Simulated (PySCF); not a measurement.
**Electronic structure of Hf (hafnium, neutral) at the LDA level**

Configuration: [Xe] 4f14 5d2 6s2, high-spin 3F determinant. Computed with PySCF 2.14 in x2c-TZVPPall (11s7p7d3f1g, 97 functions), with scalar relativity by spin-free X2C-1e.

- Total energy: -15068.72 hartree
- One-electron energy: -20691.79 hartree
- Hartree (Coulomb) energy: 5926.00 hartree
- Exchange-correlation energy: -302.93 hartree
- ⟨S²⟩: 2.0028
- ⟨L²⟩: 12.003
- Sum of ⟨r⟩: 45.09 bohr
- Sum of ⟨r²⟩: 72.08 bohr²
- Langevin diamagnetic susceptibility: -57.1 ×10⁻⁶ cm³/mol

```tsv
shell	electrons	mean orbital energy (hartree)	spread (hartree)	rms radius, mean of both spins (bohr)
1s β	1	-2389.13253	0	0.0215
1s α	1	-2389.13251	0	0.0215
2s α	1	-408.69849	0	0.0870
2s β	1	-408.69660	0	0.0870
2p α	3	-360.20649	0	0.0788
2p β	3	-360.20495	0	0.0788
3s α	1	-93.16992	0	0.223
3s β	1	-93.16923	0	0.223
3p α	3	-78.60373	0	0.224
3p β	3	-78.60299	0	0.224
3d α	5	-60.78383	0.00044	0.205
3d β	5	-60.78259	0.00161	0.205
4s α	1	-18.74463	0	0.498
4s β	1	-18.74302	0	0.498
4p α	3	-13.93564	0	0.530
4p β	3	-13.93402	0	0.530
4d α	5	-7.58228	0.00243	0.577
4d β	5	-7.58021	0.00450	0.577
5s α	1	-2.46796	0	1.20
5s β	1	-2.44822	0	1.20
5p α	3	-1.32718	0	1.43
5p β	3	-1.30020	0	1.43
4f α	7	-0.63607	0.00262	0.771
4f β	7	-0.63035	0.00778	0.771
6s α	1	-0.20299	0	3.68
6s β	1	-0.17670	0	3.68
5d α	2	-0.12273	0	2.75
```

Spin-orbit coupling, absent here, splits the open shell strongly.

Densities and radii are taken from the X2C orbitals without a picture-change correction, which distorts them close to the nucleus.
